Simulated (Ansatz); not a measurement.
Harmonic frequencies (cm⁻¹) at PBE0-D4/def2-TZVP from Ansatz: 60, 96, 134, 141, 180, 248, 266, 486, 564, 584, 670, 687, 732, 752, 818, 822, 883, 896, 929, 935, 945, 951, 1049, 1194, 1275, 1315, 1450, 1451, 1634, 2200, 2209, 2214, 2216, 2228, 3052, 3103, 3115, 3136, 3140.

Each molecule was computed in one conformer, which needn't be the lowest.

Q: Which molecule is it?
A. `C=C([SiH3])C[SiH3]`
B. `[SiH3]CC1C[SiH2]1`
C. `C=C(C)[SiH2][SiH3]`
D. `C[SiH2]/C=C/[SiH3]`

A: D.
